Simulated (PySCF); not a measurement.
System: C$_{4}$H$_{2}$ClO (charge 0, doublet). It need not be the lowest isomer of its formula. 
Coordinates optimised at B3LYP-D3(BJ)/def2-TZVP (Ansatz):
SMILES: Clc1[c]coc1
```xyz
8

Cl     1.8499    -0.7664     0.0000
C      0.2520    -0.1430    -0.0011
C     -0.9659    -0.8682    -0.0359
C     -1.9954    -0.0042    -0.0235
O     -1.4798     1.2682     0.0185
C     -0.1212     1.1644     0.0315
H     -3.0653    -0.0923    -0.0385
H      0.4378     2.0820     0.0640
```
Charge 0, spin multiplicity 2.

Dispersion corrections to the total energy (kcal/mol) from the dftd3 and dftd4 libraries through PySCF: D3(BJ) without and D4 with the three-body term, each with the damping fitted for the functional named.

```tsv
functional	D3(BJ)	D4
LC-wPBE	-4.36	(withheld)
HF	-39.63	-18.65
PW6B95	-2.34	(withheld)
CAM-B3LYP	(withheld)	-4.11
BP86	-7.46	-6.48
TPSS	-5.83	-6.63
r2SCAN	-1.24	-1.17
```

**Question.** Some entries are withheld; supply them.

**Answer.** 
- LC-wPBE, D4: -5.42
- PW6B95, D4: -4.34
- CAM-B3LYP, D3(BJ): -3.62
